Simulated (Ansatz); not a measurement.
Mulliken charges of CH3ClOS2W (`C[O][W](=[S])(=[S])[Cl]`) from PBE/def2-TZVPP in Ansatz (PBE0-D4/def2-TZVP geometry).

```csv
atom,x (Å),y (Å),z (Å),charge (e)
C1,0.871,-1.378,-0.165,-0.118
O2,0.358,-0.219,0.439,-0.266
W3,-0.739,1.230,0.229,0.587
S4,-2.680,0.529,-0.263,-0.187
S5,-0.018,2.381,-1.401,-0.188
Cl6,-0.807,2.484,2.106,-0.184
H7,1.524,-1.877,0.552,0.119
H8,1.442,-1.105,-1.056,0.119
H9,0.049,-2.044,-0.441,0.118
```

Problem. By hand: the dipole of these point charges (1 e Å = 4.8032 D).

Solution. Σ q r = (0.380, -0.657, -0.150) e Å, of length 0.774 e Å = 3.72 D.

Problem. How does the dipole of the full density compare? (Best estimate.)

Solution. Ansatz gave: (0.429, -0.586, 0.076) e Å, 3.51 D; the point charges give 1.06 times that, at 18° from its direction.

Point charges leave out the atoms' own dipoles, such as those of lone pairs, and Mulliken's split depends on the basis, so the two needn't agree.
